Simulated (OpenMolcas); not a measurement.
What dynamic correlation does to the levels of Co3+

- Program: OpenMolcas 26.06
- Basis: ANO-RCC-VDZP [5s4p2d1f]
- Scalar Hamiltonian: DKH2, point nucleus
- Active space: 6 electrons in 5 orbitals (3d)
- State averaging: 2S+1 = 5 even, 5 roots; 2S+1 = 3 even, 45 roots; 2S+1 = 1 even, 50 roots
- Spin-orbit coupling: state interaction with AMFI integrals over the reference wave functions, term energies averaged over their components

Methods on the same reference wave functions:
A. CASSCF
B. SS-CASPT2, IPEA 0.25 Eh, imaginary shift 0.1 Eh (closed shells correlated: 3s 3p)
C. MS-CASPT2, IPEA 0.25 Eh, imaginary shift 0.1 Eh (closed shells correlated: 3s 3p)

Energies in cm⁻¹ above 3d⁶ ⁵D₄, the measured ground level; measured values from Sugar and Corliss, J. Phys. Chem. Ref. Data 10, 1097 (1981).

```
     Level      A      B      C  Measured
   3d⁶ ⁵D₄    0.0    0.0    0.0       0.0
   3d⁶ ⁵D₃    654    657    657       639
   3d⁶ ⁵D₂   1112   1111   1111      1078
   3d⁶ ⁵D₁   1407   1400   1401          
   3d⁶ ⁵D₀   1552   1542   1542      1494
   3d⁶ ³H₆  25858  24800  24800     23680
   3d⁶ ³H₅  26189  25110  25110     24032
   3d⁶ ³H₄  26429  25310  25310     24272
3d⁶ ³P₂(1)  28198  22970  22970     22883
3d⁶ ³F₄(1)  29571  26170  26160     25396
3d⁶ ³F₃(1)  29943  26480  26480     25736
3d⁶ ³P₁(1)  30106  24890  24890     24729
3d⁶ ³F₂(1)  30221  26710  26720     25969
3d⁶ ³P₀(1)  30880  25660  25660     25449
   3d⁶ ³G₅  32659  30480  30480     29022
   3d⁶ ³G₄  33279  31040  31040     29592
   3d⁶ ³G₃  33539  31300  31300     29868
   3d⁶ ¹I₆  38983  37680  37680     35943
3d⁶ ¹G₄(1)  41176  38300  38280     36683
   3d⁶ ³D₁  42232  38160  38160          
   3d⁶ ³D₂  42260  38150  38150          
   3d⁶ ³D₃  42446  38370  38370     36554
3d⁶ ¹S₀(1)  47816  42740  42650     41442
3d⁶ ¹D₂(1)  51141  44230  44220     42342
```

Deviations, from unrounded energies. A percentage is the sum of absolute deviations over the sum of measured energies, with the sign that they share, or ± where signs differ.

```tsv
Against measurement	Levels	A	B	C
mean absolute deviation (cm-1)	20	3700	940	930
fine structure of the ground term (%)	3	+3.3	+3.1	+3.1
other terms of the ground configuration (%)	17	+14.9	+3.7	+3.7
```

B, C lie about equally close to measurement and A furthest from it. The largest miss of C in the table is 3d⁶ ¹D₂(1), by +1900 cm-1. The ranking rests on the paired levels alone, and a cruder setting can come out closer through cancelling errors.

Between B and C the level of the table that moves most is 3d⁶ ¹S₀(1), by 94 cm-1 (lowest in C, highest in B). Moves below CASPT2's spread within the term are not significant.

The two smallest mean deviations differ by little beside CASPT2's spread within terms, so their order carries little weight.

From A to B the spin-free energies of the other terms of 3d⁶ shown, above ⁵D, scale by factors of 0.82 to 0.97, as is usual when dynamic correlation screens the repulsion within a d or f shell.

The lowest spin-free term lies below A's lowest term by 0.306 hartree in B, 0.306 hartree in C.

Term energies are means over components that CASPT2 splits; among the terms shown or strongly mixed into the levels shown the widest spread is 940 cm-1 (3d⁶ ¹I, C). The basis is small and was not contracted for so high a charge. The CASPT2 spread within a term exceeds the gap to the next term for 3d⁶ ¹G(1) and 3d⁶ ³D, so the order of their levels is uncertain (figures for B; the like holds for C). Without dynamic correlation excited terms often stand tens of per cent too high (terms of higher spin than the ground term too low), and those without a measured partner can miss by more than the paired ones (holds for A). Measured partners are found by configuration, term and J. A level has none where our copy of the source lacks it or the pairing is in doubt (some pairs that miss far off the trend of their configuration count as doubtful), and it then counts in no deviation. Levels of configurations outside the active space are missing. The table leaves out levels that lie high or whose names do not pair safely across all columns.

A number in round brackets counts repeated terms of one configuration in the order of the reference energies.
